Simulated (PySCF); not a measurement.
C3H7ClOSi, SMILES ClC(=C)[Si@@H](C)O.

Coordinates come from a TPSSh-D3(BJ)/def2-SVP optimisation. The structure was generated by enumeration; whether it is a known compound was not checked. The values are those of a single conformer.

These are TDA-LC-ωPBE/def2-SVPD (PySCF) values and carry that method's errors.

Vertical excitations. Gas-phase values at a fixed geometry.

```tsv
state	energy (eV)	λ (nm)	f	main pairs
S1	6.79	183	0.003	HOMO−1→LUMO 88 %
S2	6.93	179	0.000	HOMO→LUMO+2 49 %, HOMO→LUMO+3 13 %, HOMO→LUMO+7 9 %
S3	7.07	175	0.360	HOMO→LUMO 87 %
S4	7.77	160	0.031	HOMO−1→LUMO+2 42 %, HOMO−1→LUMO+1 14 %
S5	7.91	157	0.003	HOMO→LUMO+1 63 %
S6	8.03	154	0.003	HOMO−3→LUMO 62 %, HOMO−4→LUMO 19 %
S7	8.13	152	0.006	HOMO−1→LUMO+1 29 %, HOMO−3→LUMO+1 10 %, HOMO−2→LUMO+1 10 %, HOMO−4→LUMO+1 7 %
S8	8.50	146	0.006	HOMO→LUMO+4 21 %, HOMO→LUMO+2 15 %, HOMO−2→LUMO+1 12 %, HOMO→LUMO+3 9 %
S9	8.63	144	0.183	HOMO−2→LUMO 78 %
S10	8.75	142	0.037	HOMO−2→LUMO+1 33 %, HOMO−5→LUMO+1 8 %, HOMO−2→LUMO+2 7 %, HOMO→LUMO+3 6 %
T1	3.86	322	0	HOMO→LUMO 81 %
T2	6.18	201	0	HOMO−1→LUMO 81 %
T3	6.31	196	0	HOMO→LUMO+2 45 %, HOMO→LUMO+3 13 %, HOMO→LUMO+7 10 %
T4	6.85	181	0	HOMO−1→LUMO+2 42 %, HOMO−1→LUMO+3 10 %, HOMO−1→LUMO+7 9 %
```
Triplets are in the Tamm–Dancoff approximation.
